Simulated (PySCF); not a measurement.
**Te+ (tellurium, charge +1) across methods**

[Kr] 4d10 5s2 5p3, high-spin 4S determinant. Computed with PySCF 2.14 in x2c-TZVPPall, with the spin-free X2C one-electron Hamiltonian (Gaussian nucleus).

```csv
method,E (hartree),mean ε 5s α (eV),mean ε 5s β (eV),mean ε 5p α (eV),Σ⟨r²⟩ (bohr²),⟨S²⟩
r2SCAN,-6793.38,-25.086,-22.030,-15.006,49.50,3.751
MN15,-6797.88,-27.145,-23.857,-16.466,49.09,3.751
PBE,-6792.93,-24.265,-22.070,-14.551,49.49,3.751
BP86,-6794.12,-24.375,-22.325,-14.623,49.46,3.750
wB97M-V,-6792.91,-29.006,-25.382,-17.867,49.56,3.751
B97-3,-6792.98,-26.387,-23.056,-15.727,49.50,3.751
UHF,-6790.56954,-31.789,-24.667,-18.842,50.05,3.752
LDA,-6787.01,-24.454,-22.583,-14.635,49.45,3.750
```

Task: Estimate the same row for PBE0.

Result: E (hartree) = -6793.02; mean ε 5s α (eV) = -26.379; mean ε 5s β (eV) = -23.054; mean ε 5p α (eV) = -15.811; Σ⟨r²⟩ (bohr²) = 49.45; ⟨S²⟩ = 3.751.
